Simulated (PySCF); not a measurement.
**Electron correlation in S¹⁴⁺ (sulfur, charge +14)**

Starting occupation: 1s2. Computed with PySCF 2.14 in an uncontracted even-tempered set (17 s from 1 bohr⁻², ratio 2.6; 10 p from 1.3 bohr⁻², ratio 2.6; 6 d from 1.4 bohr⁻², ratio 2.8; 3 f from 67 bohr⁻², ratio 2.8), with X2C-1e with screened-nucleus spin-orbit coupling, Gaussian nucleus. Frozen: nothing; 2 electrons correlated; the 30 highest virtual spinors left out.

Total MP2 correlation energy: -44.97 mhartree.

With two correlated electrons CCSD is exact within the correlated space (frozen core and kept virtual orbitals).

The virtual space was cut to 52 spinors, which keep -42.65 of the -44.97 mhartree of MP2 correlation.

```csv
level,correlation energy (mhartree)
CCSD,-43.55
```

Diagnostics: T1 = 8.8e-06, largest double amplitude 0.004.

Cost of the coupled-cluster step: of the order of 4 core-seconds, for 2 occupied and 52 virtual spinors.

The coupled-cluster values are those of the cut space; adding the MP2 remainder, -2.32 mhartree, estimates the full space.
